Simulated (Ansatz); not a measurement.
Two spin states of YH, each at its own minimum; 2S+1 = 1, 3, 5 were tried, and our sources give no spin for the ground state. No spin–orbit coupling.

| level | energy of the multiplicity-3 state above the multiplicity-1 state (kcal/mol) |
|---|---|
| PBE/def2-TZVPP | 9.51 |
| PBE0/def2-TZVPP | 9.07 |
| wB97X-V/def2-TZVPP | 15.39 |
| CCSD/def2-TZVPP | 20.39 |
| CCSD(T)/def2-TZVPP | 22.20 |

The rows run from 9.07 (PBE0/def2-TZVPP) to 22.20 kcal/mol (CCSD(T)/def2-TZVPP). The 3 functionals in def2-TZVPP without D3 or D4 span 6.32, from PBE0 to wB97X-V.

Each state is the lowest solution found for its spin in def2 and cc sets. The singlet is a restricted closed-shell determinant, which can mix singlet states where a π or δ shell is part-filled.

Correlated levels freeze the inner cores; with def2 sets outer-core shells near the valence are correlated too.

Doubts at one or more of the structures used: a restricted determinant that unrestricted orbitals would lower (CCSD/def2-TZVPP, CCSD(T)/def2-TZVPP).

Codes used: Ansatz (a first-principles code). Each number belongs to the level named beside it. In def2 rows elements past Kr take small-core potentials, without spin–orbit coupling.
